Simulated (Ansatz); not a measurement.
Stepwise reaction of `[F][Ti]([F])([F])[SH]` with hydrogen sulfide, as a gas-phase model of exchange steps in deposition or etching. ΔE in kJ/mol.

Calculated with Ansatz (gas phase, PBE0-D4/def2-TZVP geometries, no zero-point term in ΔE). CBS: MP2 limit from def2 TZ/QZ plus the TZ coupled-cluster correction, frozen cores. This one scheme is used for every species. Functionals use def2-TZVPP. B3LYP here is the variant with VWN-RPA as its local correlation; programs differ in this. For Ti outer-core shells are correlated without core-valence functions, which leaves a few kJ/mol of doubt a bond. Scalar relativity is left out up to krypton. Each species was taken in one conformer, which may not be the lowest.

| step | reaction | PBE-D4 | B3LYP-D4 | ωB97M-V | CCSD(T)/CBS |
| --- | --- | --- | --- | --- | --- |
| 1 | `[F][Ti]([F])([F])[SH]` + H₂S → `[F][Ti]([F])([SH])[SH]` + H–F | 72.2 | 76.4 | 81.1 | 63.1 |
| 2 | `[F][Ti]([F])([SH])[SH]` + H₂S → `[F][Ti]([SH])([SH])[SH]` + H–F | 66.9 | 72.2 | 78.6 | 57.3 |
| 3 | `[F][Ti]([SH])([SH])[SH]` + H₂S → `[SH][Ti]([SH])([SH])[SH]` + H–F | 76.7 | 81.7 | 86.5 | 64.5 |

Q: By hand: ΔE of the 3 steps together at CCSD(T)/CBS.

A: (63.1) + (57.3) + (64.5) = 184.9 kJ/mol, or 61.6 kJ/mol a step.

In ΔE step 2 is the lowest and step 3 the highest. All are uphill at CCSD(T)/CBS. PBE-D4 differs from CCSD(T)/CBS by 9.1 to 12.2 kJ/mol a step. Isolated molecules leave out the surface, adducts and barriers. Largest T1 diagnostic: 0.029.
